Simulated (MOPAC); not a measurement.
MOPAC input (PM7):

```
PM7 PRECISE GNORM=0.05 LET XYZ UHF MS=0.5 GEO-OK AUX(PRECISION=9) THREADS=1
HMg

Mg   -0.00000000 1   -0.00000000 1   -0.13407900 1
H     0.00000000 1    0.00000000 1    1.60895200 1
```

From the output:

```
                                                       MOPAC v23.2.5 Linux

          FINAL HEAT OF FORMATION =         82.27031 KCAL/MOL =     344.21898 KJ/MOL

          COSMO AREA              =         56.21 SQUARE ANGSTROMS
          COSMO VOLUME            =         38.38 CUBIC ANGSTROMS

          GRADIENT NORM           =          0.00188          =       0.00133 PER ATOM
          IONIZATION POTENTIAL    =          4.440468 EV
          ALPHA SOMO LUMO (EV)    =         -4.440  0.487
          BETA  SOMO LUMO (EV)    =        -10.271  1.921
          NO. OF ALPHA ELECTRONS  =          2
          NO. OF BETA  ELECTRONS  =          1
          MOLECULAR WEIGHT        =         25.3129         POINT GROUP:  C*v

          MOLECULAR DIMENSIONS (Angstroms)

            Atom       Atom       Distance
            H     2   Mg     1     1.67624
            H     2   Mg     1     0.00000
           Mg     1    H     2     0.00000

          SCF CALCULATIONS        =          7

   ATOM   CHEMICAL          X               Y               Z
  NUMBER   SYMBOL      (ANGSTROMS)     (ANGSTROMS)     (ANGSTROMS)

     1      Mg          0.00000000  *   0.00000000  *  -0.10068392  *
     2       H          0.00000000  *  -0.00000000  *   1.57555692  *

                             CARTESIAN COORDINATES

   1   Mg        0.000000000     0.000000000    -0.100683922
   2    H        0.000000000    -0.000000000     1.575556922

           Empirical Formula: H Mg  =     2 atoms

      MOLECULAR POINT GROUP   :   C*v

          ALPHA EIGENVALUES
 -10.45510  -4.44047   0.48723   0.96619   5.97375

           BETA EIGENVALUES
 -10.27149   1.92113   2.15215   4.54916   6.35409

              NET ATOMIC CHARGES AND DIPOLE CONTRIBUTIONS

  ATOM NO.   TYPE          CHARGE      No. of ELECS.   s-Pop       p-Pop
    1         Mg           0.118178        1.8818     0.69054     1.19128
    2          H          -0.118178        1.1182     1.11818
 DIPOLE           X         Y         Z       TOTAL
 POINT-CHG.    -0.000     0.000    -0.951     0.951
 HYBRID        -0.000     0.000    -2.073     2.073
 SUM           -0.000     0.000    -3.024     3.024

          ATOMIC ORBITAL ELECTRON POPULATIONS

     Atom    s        px        py        pz
    1 Mg   0.69054   1.00000   0.00000   0.19128
    2  H   1.11818

                    (SZ)    =    0.500000
                    (S**2)  =    0.762728

          ATOMIC ORBITAL SPIN POPULATIONS

    Atom   Total    s     px     py     pz
         Atomic
    1 Mg  1.1079  0.068  1.000  0.000  0.040
    2  H -0.1079 -0.108

 **********************
 *                    *
 * JOB ENDED NORMALLY *
 *                    *
 **********************

 == MOPAC DONE ==
```

The geometry given is a B3LYP-D3(BJ)/def2-TZVP minimum.
